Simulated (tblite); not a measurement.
C₃H₁₀GeSi.
Atom-mapped SMILES: `[CH2:1]=[CH:2][Ge@@H:3]([CH3:4])[SiH3:5]` (hydrogens: H6, H7 on C1; H8 on C2; H9 on Ge3; H10, H11, H12 on C4; H13, H14, H15 on Si5)

Computed with GFN2-xTB (tblite), gas phase: L-BFGS steps from a force-field or distance-geometry start until the largest atomic force falls under 0.01 eV/Å.

Step 48: E = -411.5465 eV
```
atom  x, y, z in Å  |  force x, y, z in eV/Å
C1     -2.6249   -0.5044   -0.1903    0.003  -0.010  -0.006
C2     -1.4545   -0.4681    0.4233   -0.004  -0.012   0.007
Ge3     0.2342    0.0656   -0.4197   -0.008  -0.024  -0.003
C4      0.5234    1.9609    0.0926   -0.003   0.007  -0.003
Si5     2.0333   -1.3494    0.1181    0.003  -0.012   0.007
H6     -3.5432   -0.7840    0.3067    0.008  -0.005  -0.003
H7     -2.7099   -0.2522   -1.2362   -0.011  -0.005  -0.004
H8     -1.4086   -0.7334    1.4737   -0.018   0.007   0.023
H9     -0.0784    0.0817   -1.9103    0.009   0.021  -0.017
H10     0.4966    2.0684    1.1744    0.033   0.001   0.000
H11     1.4809    2.3315   -0.2626    0.015  -0.001   0.004
H12    -0.2582    2.5901   -0.3237   -0.014   0.014   0.002
H13     2.0311   -2.5463   -0.7235    0.007   0.010   0.003
H14     3.3166   -0.6663   -0.0590   -0.011  -0.001  -0.004
H15     1.9573   -1.7860    1.5146   -0.008   0.012  -0.005
```

Step 49: E = -411.5466 eV
```
atom  x, y, z in Å  |  force x, y, z in eV/Å
C1     -2.6263   -0.5056   -0.1907    0.003  -0.011  -0.008
C2     -1.4557   -0.4670    0.4227   -0.006  -0.014   0.007
Ge3     0.2342    0.0666   -0.4198   -0.024  -0.038  -0.018
C4      0.5256    1.9606    0.0929   -0.002   0.013  -0.003
Si5     2.0328   -1.3484    0.1186    0.008  -0.014   0.007
H6     -3.5440   -0.7874    0.3069    0.017  -0.001  -0.007
H7     -2.7130   -0.2542   -1.2370   -0.006  -0.006   0.006
H8     -1.4099   -0.7326    1.4733   -0.016   0.010   0.016
H9     -0.0789    0.0820   -1.9119    0.014   0.023   0.002
H10     0.5015    2.0679    1.1745    0.028  -0.001   0.009
H11     1.4824    2.3313   -0.2634    0.019  -0.001  -0.002
H12    -0.2568    2.5899   -0.3215   -0.018   0.021   0.000
H13     2.0302   -2.5453   -0.7233    0.008   0.011   0.005
H14     3.3162   -0.6649   -0.0583   -0.016  -0.004  -0.004
H15     1.9572   -1.7849    1.5153   -0.009   0.012  -0.008
```

Step 50: E = -411.5469 eV
```
atom  x, y, z in Å  |  force x, y, z in eV/Å
C1     -2.6283   -0.5078   -0.1914    0.002  -0.013  -0.009
C2     -1.4577   -0.4658    0.4220   -0.007  -0.017   0.005
Ge3     0.2336    0.0675   -0.4203   -0.037  -0.044  -0.032
C4      0.5288    1.9604    0.0931    0.000   0.015  -0.004
Si5     2.0320   -1.3470    0.1194    0.010  -0.012   0.004
H6     -3.5450   -0.7923    0.3069    0.022   0.003  -0.009
H7     -2.7174   -0.2573   -1.2380    0.002  -0.007   0.016
H8     -1.4120   -0.7314    1.4730   -0.013   0.015   0.004
H9     -0.0790    0.0828   -1.9144    0.018   0.024   0.025
H10     0.5094    2.0668    1.1747    0.019  -0.002   0.017
H11     1.4850    2.3313   -0.2647    0.018  -0.003  -0.013
H12    -0.2548    2.5900   -0.3181   -0.016   0.028   0.002
H13     2.0289   -2.5433   -0.7230    0.010   0.008   0.005
H14     3.3153   -0.6628   -0.0575   -0.019  -0.006  -0.004
H15     1.9568   -1.7830    1.5163   -0.009   0.011  -0.008
```

Step 51: E = -411.5472 eV
```
atom  x, y, z in Å  |  force x, y, z in eV/Å
C1     -2.6305   -0.5108   -0.1927    0.002  -0.013  -0.007
C2     -1.4604   -0.4643    0.4217   -0.005  -0.017   0.000
Ge3     0.2322    0.0677   -0.4208   -0.037  -0.033  -0.034
C4      0.5327    1.9602    0.0934    0.001   0.013  -0.002
Si5     2.0312   -1.3457    0.1206    0.005  -0.005  -0.001
H6     -3.5463   -0.7976    0.3060    0.020   0.005  -0.005
H7     -2.7221   -0.2625   -1.2397    0.013  -0.008   0.019
H8     -1.4157   -0.7281    1.4736   -0.010   0.019  -0.008
H9     -0.0782    0.0839   -1.9166    0.017   0.023   0.042
H10     0.5207    2.0652    1.1752    0.006  -0.005   0.019
H11     1.4877    2.3321   -0.2672    0.008  -0.010  -0.026
H12    -0.2537    2.5901   -0.3127   -0.006   0.030   0.007
H13     2.0271   -2.5406   -0.7231    0.013  -0.001   0.004
H14     3.3140   -0.6606   -0.0570   -0.018  -0.006  -0.004
H15     1.9568   -1.7811    1.5174   -0.010   0.008  -0.003
```

Problem. Estimate the geometry and energy of step 52. (The exact step hangs on the optimiser's Hessian estimate; all steps are aligned on step 51, rigid shifts and turns removed.)

Solution. E = -411.5475 eV, largest force 0.046 eV/Å
```
atom  x, y, z in Å  |  force x, y, z in eV/Å
C1     -2.6321   -0.5137   -0.1943    0.001  -0.012  -0.003
C2     -1.4631   -0.4627    0.4219    0.000  -0.015  -0.006
Ge3     0.2306    0.0669   -0.4209   -0.021  -0.008  -0.018
C4      0.5356    1.9602    0.0937    0.000   0.006   0.003
Si5     2.0309   -1.3449    0.1215   -0.005   0.002  -0.006
H6     -3.5475   -0.8009    0.3042    0.009   0.003   0.004
H7     -2.7247   -0.2685   -1.2417    0.022  -0.007   0.011
H8     -1.4201   -0.7227    1.4749   -0.005   0.018  -0.015
H9     -0.0765    0.0846   -1.9171    0.011   0.021   0.040
H10     0.5319    2.0635    1.1760   -0.006  -0.007   0.012
H11     1.4889    2.3339   -0.2706   -0.007  -0.020  -0.036
H12    -0.2544    2.5898   -0.3066    0.009   0.027   0.015
H13     2.0255   -2.5380   -0.7238    0.016  -0.011   0.001
H14     3.3128   -0.6593   -0.0571   -0.013  -0.003  -0.004
H15     1.9578   -1.7802    1.5180   -0.010   0.005   0.002
```

The energy changes by -0.0003 eV. The first-order estimate −F·Δx gives -0.0004 eV and the mean of the old and new forces, exact on a quadratic surface, -0.0003 eV. The step makes an angle of 78° with the force vector and moves no atom by more than 0.011 Å.

The cost below is that of the whole relaxation. Time: 1.0 s wall. Hardware: Arm Neoverse N1, one thread, shared host.
